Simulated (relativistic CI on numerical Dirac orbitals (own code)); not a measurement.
Quantum defects of the nd series of Sn III

Problem. The nd ³D levels with J = 2 of Sn III lie at 5d: 141526.4, 6d: 187996.3 cm⁻¹ (Moore, Atomic Energy Levels, vol. III, NSRDS-NBS 35 (1971 reprint of NBS Circular 467, 1958)), and the ionisation limit at 246047.5 cm⁻¹ (NIST ASD). Find the quantum defects and predict 7d.

Working.
1. The outer electron sees the charge z = 3; R = 109736.81 cm⁻¹ for this mass. The binding energy T = limit − E defines n* = z√(R/T).
2. Values: 5d: T = 104521.1, n* = 3.0739, δ = n − n* = 1.9261; 6d: T = 58051.2, n* = 4.1247, δ = n − n* = 1.8753.
3. With δ held at 1.8753: E(7d) = limit − Rz²/(7 − δ)² = 208441.4 cm⁻¹.
4. The Ritz form δ = δ₀ + a/n*² through the last two members has a = 1.0787 and δ₀ = 1.8119, so with n* ≈ 7 − 1.8753, δ(7) = 1.8530 and E = 208767.0 cm⁻¹.

Check. The measured level is 208694.9 cm⁻¹ (δ = 1.8579), so the two predictions miss by -253.5 and 72.1 cm⁻¹. A relativistic CI calculation tied to the same limit puts it at 209493 cm⁻¹. The defect is large because this electron penetrates the core.
